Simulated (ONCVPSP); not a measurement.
As (Z = 33), ONCV: configuration errors across variants

arsenic, optimised norm-conserving Vanderbilt (ONCV), made with ONCVPSP 4.0.1 (PBEsol, scalar-relativistic). Core [Ne], reference 3s2 3p6 3d10 4s2 4p1 (charge +2). Waves: 3s+4s: rc 0.85 bohr, ncon 4, nbas 8, qcut 15.6 1/bohr, 2 projectors; 3p+4p: rc 1.00 bohr, ncon 4, nbas 9, qcut 12 1/bohr, 3 projectors, debl 1.9 Ha; 3d: rc 1.10 bohr, ncon 4, nbas 9, qcut 15.7 1/bohr, 3 projectors, debl 1.6 Ha. Local part: polynomial inside 0.80 bohr (lpopt 5, dvloc0 0 Ha). Core correction: none.

In the d channel the program set the typed energies aside and used -2.277, 0.250, 1.850 Ha.

All-electron excitation energies from the reference (eV): (1) 3s2 3p6 3d10 4s2 4p3 -27.100; (2) 3s2 3p6 3d10 4s2 4p2 -17.942; (3) 3s2 3p6 3d10 4s2 4p0 27.724; (4) 3s2 3p6 3d10 4s1 4p3 -7.826.

3 further variants failed, have other tests or too few solved ones, and are left out.

Errors AE − PS in meV (a dash: test not solved or not reliable):

| change | (1) | (2) | (3) | (4) | bound ghosts | GHOST(+) flags above zero |
| --- | --- | --- | --- | --- | --- | --- |
| base | +1.3 | +0.9 | -1.6 | +0.1 | none | none |
| all radii scaled by about 0.80 (s 0.68, p 0.80, d 0.88 bohr); local potential polynomial inside 0.64 bohr (lpopt 5, dvloc0 0 Ha) | +2.3 | +1.6 | -2.6 | +1.3 | none | s |
| p: ncon 3, nbas 8 | +2.7 | +1.8 | -3.1 | +2.1 | none | none |
| p: nbas 7 | +2.6 | +1.8 | -3.0 | +2.0 | none | none |
| s: qcut 19.8 | +1.0 | +0.9 | -1.7 | -15 | none | s |
| p: nproj 2 | +2.7 | +1.9 | -3.2 | +2.2 | none | none |

Give the same row for: d: rc 1.56.

+0.9, +0.7, -2.1, +0.1; bound ghosts: none; GHOST(+) flags above zero: none.
